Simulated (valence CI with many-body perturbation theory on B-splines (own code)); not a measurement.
E1 transitions of Hg LXVI

Calculated by valence CI with perturbative core correlation (CI+MBPT): five valence electrons over a frozen Dirac-Fock core [Ne], a basis of 9 s, 9 p, 8 d, 6 f, 3 g, 1 h functions for each j, with the one-electron correlation potential Σ1, the two-electron term Σ2, the three-electron term Σ3, Breit, model QED; selected CI, second order for the rest (own B-spline code, finite nucleus).

The last digits are not significant, and no measured levels were compared; by estimate large intervals hold to a few tenths of a per cent, small ones and those within an open d or f shell to about a per cent. Among the levels kept, up to 630 cm⁻¹ of a level comes from second order outside the variational space, and about a tenth of that is noise between levels of different J, which matters for small intervals.

Lines 151 to 200 of 225 in falling wavelength, among levels below 88.180 Ry, chosen from the strongest by gf and those to the six lowest levels. Wavelengths and rates use the calculated energies. Electric multipoles are in the length gauge, E1 and E2 with the static RPA response of the core. Weak lines are less certain than strong ones. Lines between different terms over intervals too small for the method are left out, as are lines whose strength nearly cancels. The highest levels of a list are the least certain.

Levels are named by their leading jj configuration (3d3/2^4 stands for four electrons in 3d with j = 3/2), which in mixed levels can hold well under half, so a name can repeat and another be missing. Letters in brackets count levels of one name in rising energy.

```
λ vac (nm)                               Upper                               Lower   A (s⁻¹)  log gf  Branch %
     3.144  (3s^2 3p1/2 3d3/2 3d5/2) J=5/2 [b]  (3s^2 3p1/2 3p3/2 3d3/2) J=5/2 [b]  5.08e+10   -1.34       0.5
     3.140  (3s 3p1/2^2 3p3/2 3d5/2) J=3/2 [b]          (3s 3p1/2^2 3p3/2^2) J=1/2  3.14e+11   -0.73      16.1
     3.133  (3s 3p1/2^2 3p3/2 3d5/2) J=5/2 [b]          (3s 3p1/2^2 3p3/2^2) J=3/2  6.13e+11   -0.27      37.8
     3.131      (3s^2 3p1/2 3d3/2 3d5/2) J=3/2  (3s^2 3p1/2 3p3/2 3d3/2) J=3/2 [a]  2.90e+11   -0.77      43.5
     3.128  (3s^2 3p1/2 3p3/2 3d5/2) J=7/2 [b]          (3s^2 3p1/2 3p3/2^2) J=5/2  6.99e+11   -0.09     100.0
     3.126      (3s^2 3p1/2 3d3/2 3d5/2) J=3/2  (3s^2 3p1/2 3p3/2 3d3/2) J=1/2 [a]  1.78e+11   -0.98      26.7
     3.116  (3s 3p1/2^2 3p3/2 3d5/2) J=3/2 [a]          (3s 3p1/2^2 3p3/2^2) J=5/2  7.03e+10   -1.39       6.1
     3.115  (3s^2 3p1/2 3d3/2 3d5/2) J=7/2 [b]  (3s^2 3p1/2 3p3/2 3d3/2) J=5/2 [b]  4.82e+11   -0.25       6.2
     3.113  (3s 3p1/2^2 3p3/2 3d5/2) J=3/2 [b]          (3s 3p1/2^2 3p3/2^2) J=3/2  4.88e+10   -1.55       2.5
     3.108      (3s^2 3p1/2 3d3/2 3d5/2) J=1/2  (3s^2 3p1/2 3p3/2 3d3/2) J=3/2 [a]  1.21e+11   -1.45      20.2
     3.104      (3s^2 3p1/2 3d3/2 3d5/2) J=1/2  (3s^2 3p1/2 3p3/2 3d3/2) J=1/2 [a]  4.47e+11   -0.89      74.3
     3.096      (3s^2 3p1/2 3d3/2 3d5/2) J=3/2  (3s^2 3p1/2 3p3/2 3d3/2) J=5/2 [a]  6.76e+10   -1.41      10.1
     3.053  (3s^2 3p1/2 3p3/2 3d5/2) J=3/2 [b]          (3s^2 3p1/2 3p3/2^2) J=5/2  8.40e+10   -1.33      16.1
     3.048  (3s^2 3p1/2 3p3/2 3d5/2) J=5/2 [b]          (3s^2 3p1/2 3p3/2^2) J=3/2  8.19e+11   -0.16      82.6
     3.010  (3s 3p1/2^2 3p3/2 3d5/2) J=7/2 [b]          (3s 3p1/2^2 3p3/2^2) J=5/2  2.27e+11   -0.61      10.4
     2.960  (3s^2 3p1/2 3p3/2 3d5/2) J=3/2 [b]          (3s^2 3p1/2 3p3/2^2) J=3/2  3.62e+06   -5.72       0.0
     2.941      (3s^2 3p1/2 3d3/2 3d5/2) J=3/2          (3s 3p1/2^2 3p3/2^2) J=3/2  2.13e+10   -1.96       3.2
     2.932      (3s^2 3p1/2 3p3/2 3d5/2) J=1/2          (3s^2 3p1/2 3p3/2^2) J=3/2  8.14e+10   -1.68      11.2
     2.902  (3s 3p1/2^2 3p3/2 3d5/2) J=5/2 [b]          (3s 3p1/2^2 3p3/2^2) J=5/2  3.27e+10   -1.61       2.0
     2.885  (3s 3p1/2^2 3p3/2 3d5/2) J=3/2 [b]          (3s 3p1/2^2 3p3/2^2) J=5/2  2.86e+10   -1.85       1.5
     2.874  (3s^2 3p1/2 3d3/2 3d5/2) J=7/2 [b]      (3s^2 3p1/2 3p3/2 3d3/2) J=7/2  1.13e+10   -1.95       0.1
     2.807  (3s^2 3p1/2 3d3/2 3d5/2) J=7/2 [a]          (3s 3p1/2^2 3p3/2^2) J=5/2  8.29e+09   -2.11       1.5
     2.787  (3s^2 3p1/2 3d3/2 3d5/2) J=7/2 [b]  (3s^2 3p1/2 3p3/2 3d3/2) J=5/2 [a]  1.99e+10   -1.73       0.3
     2.197  (3s 3p1/2^2 3p3/2 3d3/2) J=5/2 [a]          (3s^2 3p1/2^2 3d5/2) J=5/2  4.15e+08   -3.74       0.7
     2.188  (3s 3p1/2^2 3p3/2 3d3/2) J=3/2 [a]          (3s^2 3p1/2^2 3d5/2) J=5/2  1.48e+08   -4.37       0.1
     2.151      (3s 3p1/2^2 3p3/2 3d3/2) J=7/2          (3s^2 3p1/2^2 3d5/2) J=5/2  2.26e+10   -1.90      35.7
     2.080  (3s 3p1/2^2 3p3/2 3d3/2) J=3/2 [b]          (3s^2 3p1/2^2 3d5/2) J=5/2  5.27e+09   -2.86       0.4
     2.043  (3s 3p1/2^2 3p3/2 3d3/2) J=5/2 [b]          (3s^2 3p1/2^2 3d5/2) J=5/2  7.86e+09   -2.53       0.4
     1.943          (3s^2 3p1/2 3d3/2^2) J=5/2          (3s^2 3p1/2^2 3d5/2) J=5/2  8.12e+08   -3.56       0.0
     1.905                (3s^2 3p3/2^3) J=3/2          (3s^2 3p1/2^2 3d5/2) J=5/2  2.96e+08   -4.19       2.7
     1.800          (3s^2 3p1/2 3d3/2^2) J=3/2          (3s^2 3p1/2^2 3d5/2) J=5/2  1.93e+10   -2.43       0.2
     1.781  (3s 3p1/2^2 3p3/2 3d3/2) J=5/2 [a]          (3s^2 3p1/2^2 3d3/2) J=3/2  8.69e+09   -2.61      15.1
     1.775  (3s 3p1/2^2 3p3/2 3d3/2) J=3/2 [a]          (3s^2 3p1/2^2 3d3/2) J=3/2  9.32e+10   -1.75      58.4
     1.770  (3s 3p1/2^2 3p3/2 3d5/2) J=5/2 [a]          (3s^2 3p1/2^2 3d5/2) J=5/2  3.75e+11   -0.98      53.8
     1.770          (3s 3p1/2^2 3p3/2^2) J=5/2          (3s^2 3p1/2^2 3p3/2) J=3/2  6.13e+11   -0.76      94.9
     1.768  (3s 3p1/2^2 3p3/2 3d3/2) J=1/2 [a]          (3s^2 3p1/2^2 3d3/2) J=3/2  9.27e+09   -3.06      16.0
     1.751  (3s 3p1/2^2 3p3/2 3d5/2) J=7/2 [a]          (3s^2 3p1/2^2 3d5/2) J=5/2  6.90e+10   -1.60      13.1
     1.740  (3s 3p1/2^2 3p3/2 3d5/2) J=3/2 [a]          (3s^2 3p1/2^2 3d5/2) J=5/2  2.55e+11   -1.33      22.1
     1.707  (3s 3p1/2^2 3p3/2 3d5/2) J=7/2 [b]          (3s^2 3p1/2^2 3d5/2) J=5/2  1.86e+12   -0.19      85.1
     1.703  (3s 3p1/2^2 3p3/2 3d3/2) J=3/2 [b]          (3s^2 3p1/2^2 3d3/2) J=3/2  1.10e+12   -0.72      91.6
     1.694          (3s 3p1/2^2 3p3/2^2) J=3/2          (3s^2 3p1/2^2 3p3/2) J=3/2  1.47e+12   -0.60      96.0
     1.686          (3s 3p1/2^2 3p3/2^2) J=1/2          (3s^2 3p1/2^2 3p3/2) J=3/2  1.21e+12   -0.99      96.5
     1.678  (3s 3p1/2^2 3p3/2 3d3/2) J=5/2 [b]          (3s^2 3p1/2^2 3d3/2) J=3/2  1.86e+12   -0.33      95.7
     1.671  (3s 3p1/2^2 3p3/2 3d5/2) J=5/2 [b]          (3s^2 3p1/2^2 3d5/2) J=5/2  8.68e+11   -0.66      53.4
     1.666  (3s 3p1/2^2 3p3/2 3d3/2) J=1/2 [b]          (3s^2 3p1/2^2 3d3/2) J=3/2  2.41e+12   -0.70      96.0
     1.666  (3s 3p1/2^2 3p3/2 3d5/2) J=3/2 [b]          (3s^2 3p1/2^2 3d5/2) J=5/2  1.46e+12   -0.61      74.8
     1.646  (3s^2 3p1/2 3p3/2 3d3/2) J=5/2 [a]          (3s^2 3p1/2^2 3p3/2) J=3/2  2.19e+09   -3.27      19.0
     1.639  (3s^2 3p1/2 3d3/2 3d5/2) J=7/2 [a]          (3s^2 3p1/2^2 3d5/2) J=5/2  1.23e+11   -1.40      22.1
     1.638  (3s^2 3p1/2 3p3/2 3d3/2) J=1/2 [a]          (3s^2 3p1/2^2 3p3/2) J=3/2  1.75e+09   -3.85      12.3
     1.636  (3s^2 3p1/2 3p3/2 3d3/2) J=3/2 [a]          (3s^2 3p1/2^2 3p3/2) J=3/2  5.39e+11   -1.06      94.7
```
